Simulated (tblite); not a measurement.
C₅H₈O₂S.
SMILES with atom numbers: `[CH2:1]=[C:2]1[CH2:3][C@@H:4]1[S:5]([CH3:6])(=[O:7])=[O:8]` (hydrogens: H9, H10 on C1; H11, H12 on C3; H13 on C4; H14, H15, H16 on C6)

Structure used (GFN2-xTB), in Å, numbered top down from 1:
```xyz
16
C5H8O2S angstrom
C     -1.5889    1.4069   -0.6498
C     -1.2539    0.4280    0.1516
C     -1.2709   -0.1797    1.4774
C     -0.5511   -0.8397    0.3202
S      1.2523   -0.7677    0.3952
C      1.7287    0.0086   -1.1753
O      1.7561   -2.1136    0.4024
O      1.6393    0.1063    1.4682
H     -2.1812    2.2369   -0.3023
H     -1.3016    1.4181   -1.6889
H     -0.6299    0.2484    2.2365
H     -2.1783   -0.6275    1.8568
H     -0.8932   -1.7625   -0.1199
H      1.3106   -0.5832   -1.9787
H      2.8101    0.0101   -1.2262
H      1.3444    1.0196   -1.1786
```

All values are computed: GFN2-xTB (tblite) harmonic vibrations without scaling, gas phase. Errors from tens to a few hundred cm⁻¹ against measured bands are possible. One conformer, not necessarily the lowest.

Harmonic wavenumbers (cm⁻¹): 37.9, 107.1, 136.3, 193.7, 229.8, 277.4, 316.3, 335.8, 407.0, 440.9, 468.8, 599.8, 682.7, 738.9, 827.7, 842.1, 856.0, 884.1, 904.1, 950.1, 978.8, 1032.3, 1058.3, 1101.4, 1105.9, 1128.2, 1209.4, 1257.8, 1264.2, 1396.3, 1420.5, 1428.6, 1432.0, 1884.7, 3067.8, 3069.2, 3075.5, 3084.4, 3085.4, 3088.0, 3094.0, 3111.9.

A = 3033, B = 1414, C = 1225 MHz; mass 132.025 u (most abundant isotopes); point group C1, symmetry number 1.

Question: Zero-point energy?

Answer: Half the sum of the wavenumbers: 26306 cm⁻¹ = 314.69 kJ/mol.

Question: Entropy at 350 K, 1 bar (ideal gas, RRHO, classical rotation)?

Answer: Translation 173.09, rotation 121.27, vibration 123.60: S = 418.0 J/(mol K).

Question: And Cp and H(350 K) − H(0)?

Answer: Cp = 166.59 J/(mol K), of which vibrations give 133.33 (their classical limit is 42 R = 349.2); H(350 K) − H(0) = 34.77 kJ/mol without the zero-point energy, 23.13 from vibrations.

Question: Blend soft modes into free rotors: weight 1/[1 + (100 cm⁻¹/ν̃)⁴] for the oscillator and the rest for a rotor with moment μB/(μ + B), μ = h/(8π²ν), B = 10⁻⁴⁴ kg m². What vibrational entropy results?

Answer: 114.96 J/(mol K) in place of 123.60, which changes −T·S at 350 K by +3.03 kJ/mol.

Question: How do the functions run with temperature in this model?

Answer: 
```
T (K)  S (J/(mol K))  Cp (J/(mol K))  H − H(0) (kJ/mol)  G − H(0) (kJ/mol)  ln q(vib)
  100          281.0            70.5               4.99             -23.11       1.40
  200          342.0           109.4              14.02             -54.39       3.54
  300          393.7           148.1              26.90             -91.22       5.79
  500          485.6           212.8              63.41            -179.37      10.32
  800          599.4           270.4             136.74            -342.78      16.82
 1000          662.5           294.8             193.39            -469.11      20.82
```

q(vib) and H(0) count from the zero-point level.

Hindered rotation and anharmonicity are outside this model. Other conformers, if any are populated, would add a mixing term that is left out. The structure is chiral; the term R ln 2 for an equal mix with its mirror image is left out.
